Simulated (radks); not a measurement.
Results of a calculation; reference values are marked as such.
Spin polarisation of the 3d4 shell in the manganese ion Mn3+. Start: [Ar] 3d(up 2, down 2); electrons of 3d are moved from spin down to spin up, other shells keep equal spins. Code: a radial shooting solver on a logarithmic mesh with Libxc functionals. Model: scalar-relativistic Kohn-Sham, SCAN, spin-polarised, spherical densities, finite nucleus; meta-GGA in the generalised Kohn-Sham scheme; Fermi nuclear charge, rms radius of each element as measured or else 0.836 A^(1/3) + 0.57 fm.

[
 {"moment (Bohr magnetons)": "0", "E - E(0) (eV)": "0.000", "e(3d up) (eV)": "-40.934", "e(3d down) (eV)": "-40.934", "3p down minus up (eV)": "0.000"},
 {"moment (Bohr magnetons)": "1", "E - E(0) (eV)": "-0.391", "e(3d up) (eV)": "-41.618", "e(3d down) (eV)": "-40.151", "3p down minus up (eV)": "1.502"},
 {"moment (Bohr magnetons)": "2", "E - E(0) (eV)": "-1.497", "e(3d up) (eV)": "-42.206", "e(3d down) (eV)": "-39.260", "3p down minus up (eV)": "3.014"},
 {"moment (Bohr magnetons)": "3", "E - E(0) (eV)": "-3.335", "e(3d up) (eV)": "-42.703", "e(3d down) (eV)": "-38.244", "3p down minus up (eV)": "4.547"}
]

At moment 3 the spin-polarisation energy is -3.335 eV and the 3d exchange splitting 4.459 eV, that is 1.486 eV per Bohr magneton; E = -I m^2/4 would give I = 1.482 eV.
